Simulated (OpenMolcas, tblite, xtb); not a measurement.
**SnSiH5O (SMILES [SiH3][O][SnH2]): the energy, rung by rung**

SnSiH5O: 8 atoms, total charge 0, spin state doublet. As SMILES, `[SiH3][O][SnH2]`. Geometry: relaxed at PBE0-D4/def2-TZVP. This is one conformer, not always the lowest.

```xyz
8

Si   -0.7379    1.0751   -0.4808
O     0.5869    0.3062    0.0788
Sn    0.9565   -1.3321    1.1080
H    -1.8779    0.1277   -0.6588
H    -0.4246    1.6964   -1.7946
H    -1.1735    2.1423    0.4619
H     2.6654   -1.4891    0.9505
H     0.0974   -2.5837    0.2792
```

Each level gives the energy change with the Sn3–H8 bond stretched from 1.730 to 2.249 Å (eV). The values are calculated.

| level | kind | program | value (eV) | CPU time (all runs) |
| --- | --- | --- | --- | --- |
| IPEA1-xTB | semi-empirical | tblite | 1.28 | under 2 s |
| GFN0-xTB | semi-empirical | xtb | 0.53 | under 2 s |
| UHF/def2-SVPD (core potential) | Hartree–Fock | OpenMolcas | 0.92 | 77 s |
| USVWN5/def2-SVPD (core potential) | LDA | OpenMolcas | 0.71 | 2.7 min |
| U-revPBE/def2-SVPD (core potential) | GGA | OpenMolcas | 0.65 | 4 min |
| UBLYP/def2-SVPD (core potential) | GGA | OpenMolcas | 0.59 | 4.4 min |
| U-r2SCAN/def2-SVPD (core potential) | meta-GGA | OpenMolcas | 0.77 | 5.5 min |
| UM06-2X/def2-SVPD (core potential) | hybrid meta-GGA | OpenMolcas | 0.83 | 4.6 min |

The first shape isn't each level's own minimum. The values span 0.53 to 1.28 eV. Spin contamination of the reference (⟨S²⟩ at least 0.1 too high) touches UHF/def2-SVPD. CPU times are rough (shared hosts, several kinds of processor and program).
